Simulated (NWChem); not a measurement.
System meant: C₂H₃ClOSi; SMILES Cl[Si@H]1C=CO1

NWChem input:

```
start job
memory heap 200 mb stack 900 mb global 1100 mb
geometry units angstroms noautoz
  Cl    -0.035272     1.867851    -0.269017
  Si    -0.078964    -0.012298     0.577941
  C     -1.087404    -1.346605    -0.176414
  C      0.114225    -1.893736    -0.454701
  O      1.152392    -1.053602    -0.043623
  H      0.016535     0.174341     2.040479
  H     -2.076612    -1.738426    -0.355752
  H      0.417561    -2.833165    -0.913056
end
basis spherical
  Cl library def2-svp
  Si library def2-svp
  C library def2-svp
  O library def2-svp
  H library def2-svp
end
dft
  xc pbe0
  iterations 4
  mulliken
end
task dft energy
```

End of the output:

```
    Atom       Charge   Shell Charges
 -----------   ------   -------------------------------------------------------
    1 Cl  17    17.05   2.00  1.96  1.05  0.79  5.82  2.26  3.15  0.02
    2 Si  14    13.49   2.00  1.93  0.65  0.32  5.81  1.20  0.96  0.62
    3 C    6     6.27   1.97  0.62  0.35  1.91  1.36  0.06
    4 C    6     5.90   1.97  0.62  0.30  1.79  1.06  0.16
    5 O    8     8.27   1.97  0.94  0.63  2.70  2.00  0.02
    6 H    1     1.09   0.64  0.41  0.03
    7 H    1     0.97   0.62  0.27  0.08
    8 H    1     0.97   0.64  0.26  0.07

 center of mass
 --------------
 x =   0.03081298 y =   0.10900155 z =  -0.01880353

 moments of inertia (a.u.)
 ------------------
         841.079618965983           0.000000000000          -0.000000000000
           0.000000000000         214.665679250298          -0.000000000000
          -0.000000000000          -0.000000000000         913.520128837261

     Multipole analysis of the density
     ---------------------------------

     L   x y z        total         alpha         beta         nuclear
     -   - - -        -----         -----         ----         -------
     0   0 0 0     -0.000000    -27.000000    -27.000000     54.000000

     1   1 0 0     -0.546221     -0.273111     -0.273111     -0.000000
     1   0 1 0     -0.469191     -0.234595     -0.234595      0.000000
     1   0 0 1      0.211313      0.105657      0.105657      0.000000

     2   2 0 0    -32.257731    -56.147871    -56.147871     80.038011
     2   1 1 0      1.071805     -1.863719     -1.863719      4.799243
     2   1 0 1     -0.056355     -0.451980     -0.451980      0.847606
     2   0 2 0    -30.154022   -214.425784   -214.425784    398.697546
     2   0 1 1      1.594637     -2.720678     -2.720678      7.035993
     2   0 0 2    -31.274362    -37.896837    -37.896837     44.519313

 ------------------------------------------------------------------------
 dft energy failed                                                                                  0
 ------------------------------------------------------------------------
 ------------------------------------------------------------------------
  current input line :
    25: task dft energy
 ------------------------------------------------------------------------
 ------------------------------------------------------------------------
 This type of error is most commonly associated with calculations not reaching convergence criteria
 ------------------------------------------------------------------------
 For more information see the NWChem manual at https://nwchemgit.github.io

0:dft energy failed:Received an Error in Communication
```

### Question
What is wrong, and how is it mended?

### Answer
Convergence was not reached. Cause: the SCF was allowed too few iterations. This input runs:
```
start job
memory heap 200 mb stack 900 mb global 1100 mb
geometry units angstroms noautoz
  Cl    -0.035272     1.867851    -0.269017
  Si    -0.078964    -0.012298     0.577941
  C     -1.087404    -1.346605    -0.176414
  C      0.114225    -1.893736    -0.454701
  O      1.152392    -1.053602    -0.043623
  H      0.016535     0.174341     2.040479
  H     -2.076612    -1.738426    -0.355752
  H      0.417561    -2.833165    -0.913056
end
basis spherical
  Cl library def2-svp
  Si library def2-svp
  C library def2-svp
  O library def2-svp
  H library def2-svp
end
dft
  xc pbe0
  iterations 150
  mulliken
end
task dft energy
```
It converges to -902.17003 Ha (PBE0/def2-SVP).
